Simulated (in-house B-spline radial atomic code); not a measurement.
Atomic self-consistent-field run: Tl⁷⁺. Level of theory: scalar-relativistic (X2C) LC-wPBE, spin-polarised, spherical fractional occupations, Fermi nucleus of rms radius 5.4759 fm; calculated with an all-electron radial atomic-structure program (B-spline basis).

Command:
```bash
python run_scf.py task.json out
```
Settings (nuclear radius in fm, mass in u):
```
Z                81
configuration    [Xe] 4f14 5d6
hamiltonian      x2c
method           lc_wpbe
spin_polarised   True
nucleus          fermi
rms_radius       5.4759
atomic_mass      204.97443
speed_of_light   137.035999084
```

Output (hartree, bohr):
```
 radial grid: 66 intervals, B-splines of order 8, outer radius 18.8312 bohr

 iter        energy (Eh)    residual
    1      -20229.587078    7.69e-01
    2      -20234.747074    2.84e-01
    3      -20236.266044    6.72e-02
    4      -20236.308415    2.47e-02
    5      -20236.315283    5.93e-03
    6      -20236.315717    1.92e-04
    7      -20236.315717    7.68e-05
    8      -20236.315717    2.72e-05
    9      -20236.315717    1.98e-06
   10      -20236.315717    7.86e-08

 total energy                    -20236.31572
 kinetic                           23460.0231
 electron-nucleus                 -50879.3464
 Hartree                            7565.7378
 exact exchange                      -16.2915
 exchange-correlation               -366.4387

 orbital      occ     eigenvalue          <r>       <r^2>       <1/r>       r_max
 1s up      1.000     -3138.1297    0.0154589 0.000338546     111.105    0.009028
 1s down    1.000     -3138.1301    0.0154589 0.000338546     111.105    0.009028
 2s up      1.000      -562.0117    0.0678705  0.00552037     26.1652     0.05795
 2s down    1.000      -561.9937    0.0678699  0.00552028     26.1657     0.05795
 2p up      3.000      -486.3636    0.0616823  0.00467044     20.9578     0.04763
 2p down    3.000      -486.3492    0.0616813   0.0046703     20.9582     0.04763
 3s up      1.000      -137.2842     0.176986    0.035977     9.37138      0.1641
 3s down    1.000      -137.2779     0.176982   0.0359747     9.37145      0.1641
 3p up      3.000      -115.3787     0.178328   0.0369933      8.0017      0.1634
 3p down    3.000      -115.3714     0.178322   0.0369903     8.00177      0.1634
 3d up      5.000       -91.5952      0.16237   0.0308679     7.38393      0.1333
 3d down    5.000       -91.5822     0.162371   0.0308679     7.38373      0.1333
 4s up      1.000       -33.8019     0.391539    0.173199     3.91252      0.3695
 4s down    1.000       -33.7860     0.391595    0.173234     3.91128      0.3695
 4p up      3.000       -26.5706     0.416333    0.197151     3.39741      0.3885
 4p down    3.000       -26.5562     0.416335    0.197118     3.39666      0.3885
 4d up      5.000       -17.8021     0.439667    0.223275      3.0162      0.3958
 4d down    5.000       -17.7853     0.439513    0.223039     3.01634      0.3959
 5s up      1.000        -8.7938     0.869171    0.844562     1.60523       0.808
 5s down    1.000        -8.6817     0.864845    0.836681     1.61748      0.8044
 5p up      3.000        -6.7562     0.977821     1.07259     1.36754      0.8967
 5p down    3.000        -6.6048     0.972672     1.06239     1.37868      0.8915
 4f up      7.000        -8.2313     0.466596    0.261217     2.60829       0.358
 4f down    7.000        -8.2078     0.464963     0.25889     2.61356       0.358
 5d up      5.000        -4.2877      1.19431     1.61379     1.08724       1.062
 5d down    1.000        -3.8341       1.2044     1.64694     1.08142        1.06
```


Caution: exact exchange at fractional occupations of open shells leaves self-interaction of up to several eV.

One-electron X2C: radii and densities carry no picture-change correction, so inner-shell <1/r> comes out high (for 1s by about 2 % at Z = 33, 5 % at 54, 10 % at 75, 30 % at 118) and <r> low.
